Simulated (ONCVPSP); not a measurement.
# Ce: one change to an ONCV potential, before and after

ONCVPSP 4.0.1 input, shortened (lines: element, Z, core and valence counts, functional; n l f; lmax; l rc ep ncon nbas qcut; lloc lpopt rc5 dvloc0; l nproj debl; icmod fcfact rcfact), PBEsol, scalar-relativistic:

```
  Ce 58.00   11    3  -116133      upf
    1    0    2.00
    2    0    2.00
    2    1    6.00
    3    0    2.00
    3    1    6.00
    3    2   10.00
    4    0    2.00
    4    1    6.00
    4    2   10.00
    5    0    2.00
    5    1    6.00
    4    3    1.00
    5    2    1.00
    6    0    2.00
    3
    0    3.70    0.00    5    9    1.80
    1    3.85    0.12    4    9    2.20
    2    4.00    0.00    4    9    3.90
    3    1.40    0.00    4    9   11.50
    4    5    1.20    3.00
    0    2    2.50
    1    3    2.30
    2    3    3.90
    3    2    0.70
    4    0.40    0.00
```

In the p channel the program set the typed energies aside and used 0.050, 2.350, 4.650 Ha.

Change: all radii but the core radius scaled by about 1.11 (s 4.12, p 4.28, d 4.44, f 1.56 bohr); local potential polynomial inside 1.34 bohr (lpopt 5, dvloc0 3 Ha).

Cutoffs: the cutoffs (Ha) at which the residual kinetic energy of the hardest occupied pseudo-wave falls to 1 and 0.1 mHa per electron; they do not see the model core or the augmentation charge, which bear on the density cutoff. Errors are all-electron minus pseudo energies relative to the spin-unpolarised reference configuration.

Q: How do hardness, ghosts and transferability respond?

A: The potential gets softer (58 Ha and 64 Ha → 53 Ha and 59 Ha); the bound ghosts move from d, p, s to d, s; the number of tests with a reliable result goes from 3 to 4; the errors of the 3 common tests hardly move. A larger radius leaves more room for a smooth pseudo-wave, so fewer plane waves are needed.

| quantity | base | changed |
| --- | --- | --- |
| cutoff, loose | 58 Ha | 53 Ha |
| cutoff, tight | 64 Ha | 59 Ha |
| loose cutoff by channel | s 1.5 Ha, d 4.8 Ha, f 58 Ha | s 1.5 Ha, d 4.5 Ha, f 53 Ha |
| bound ghosts | s, p, d | s, d |
| GHOST(+) flags under 300 eV | s at 39.1 eV, p at 139.0 eV | p at 44.6 eV, s at 61.5 eV |
| tests counted as reliable (solved cleanly; for ONCVPSP, near-neutral configurations with less than one 5d electron left out) | 3 of 4 | 4 of 4 |
| error for 4f1 5d1 6s1, meV [ΔE 6.10 eV] | -329 | -335 |
| error for 4f1 5d1 6s0, meV [ΔE 17.14 eV] | -1513 | -1543 |
| error for 4f1 5d2 6s0, meV [ΔE 6.26 eV] | -773 | -762 |
| rms error of d²Exc/dni dnj with the model core, mHa | 11.63 | 11.62 |

 A true bound ghost makes a file unfit for plane-wave use even where its test errors are small: the radial tests pick states by their node count and pass the ghost by.
